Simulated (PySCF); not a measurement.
Compound: C8H12BN.
Numbering: `[CH3:1][B:2]([CH3:3])[c:4]1[cH:5][cH:6][c:7]([NH2:8])[cH:9][cH:10]1` (hydrogens: H11, H12, H13 on C1; H14, H15, H16 on C3; H17 on C5; H18 on C6; H19, H20 on N8; H21 on C9; H22 on C10)

Method: PBE0-D3(BJ)/def2-SVP geometry optimisation, gas phase in PySCF 2.14.0; density fitting, grid level 2; the optimiser is geomeTRIC in internal coordinates, started from a GFN2-xTB structure.

Geometry at step 0:
```
atom  x, y, z in Å
C1     -2.7149   -1.1574    0.3859
B2     -1.8215    0.1284    0.1572
C3     -2.5380    1.5366    0.0619
C4     -0.2777    0.0201    0.0243
C5      0.4288   -1.1217    0.4289
C6      1.7978   -1.2186    0.3191
C7      2.5403   -0.1698   -0.2272
N8      3.9136   -0.2343   -0.2895
C9      1.8595    0.9757   -0.6445
C10     0.4925    1.0634   -0.5094
H11    -2.3089   -2.0647   -0.0557
H12    -2.8009   -1.3431    1.4575
H13    -3.7307   -1.0319    0.0161
H14    -3.5243    1.5447    0.5212
H15    -2.6844    1.7911   -0.9888
H16    -1.9594    2.3474    0.4989
H17    -0.1149   -1.9527    0.8546
H18     2.3129   -2.1102    0.6516
H19     4.3294   -1.1490   -0.2321
H20     4.3718    0.4065   -0.9164
H21     2.4215    1.7956   -1.0715
H22    -0.0029    1.9634   -0.8436
```

**Question.** Give the atomic forces at this geometry.

**Answer.** 
```
atom  Fx (eV/Å)  Fy (eV/Å)  Fz (eV/Å)
  C1      0.327      0.325     -0.261
  B2     -0.212      0.018      0.006
  C3      0.251     -0.403      0.222
  C4     -0.309      0.021      0.042
  C5     -0.085      0.101     -0.099
  C6      0.011     -0.122      0.029
  C7      0.653      0.028      0.091
  N8     -0.365      0.035      0.054
  C9      0.013      0.092     -0.099
 C10     -0.083     -0.110      0.077
 H11      0.229     -0.396     -0.147
 H12     -0.038     -0.042      0.536
 H13     -0.434      0.117     -0.117
 H14     -0.432     -0.055      0.157
 H15     -0.065      0.087     -0.525
 H16      0.298      0.360      0.138
 H17     -0.238     -0.399      0.165
 H18      0.186     -0.363      0.157
 H19      0.145     -0.150     -0.015
 H20      0.142      0.074     -0.111
 H21      0.211      0.352     -0.170
 H22     -0.203      0.431     -0.131
```

The largest, 0.66 eV/Å, acts on C7; the rms over all components is 0.240 eV/Å. The forces sum to zero within rounding, as they must for an isolated molecule in no field.

**Question.** Give the force on C7 in Eh/bohr and in nN.

**Answer.** 0.660 eV/Å ÷ 51.422 = 0.01283 Eh/bohr, and 0.660 eV/Å × 1.602 = 1.06 nN.

**Question.** How far is this geometry from the end of the optimisation?

**Answer.** 0.082 eV above it, and 0.299 Å rms away after alignment. The bonds farthest from their final lengths, with half the difference of the two atoms' forces along the bond (positive lengthens):

```csv
bond,now (Å),final (Å),force along bond (eV/Å)
C3–H15,1.091,1.107,+0.44
C1–H12,1.091,1.107,+0.44
C1–H13,1.088,1.103,+0.32
C3–H14,1.088,1.102,+0.30
C10–H22,1.080,1.093,+0.29
C7–C9,1.396,1.409,+0.21
```

The angle farthest from its final value is B2–C3–H16, 113.5° against 116.0°.

Of the 6 listed bonds off by 0.010 Å or more, this force points towards the final length in 6.

The cost below is that of the whole optimisation. The run took 4.0 min of wall time on one thread, Arm Neoverse V2 (aarch64), shared host, and the process peaked at 0.97 GiB of memory.
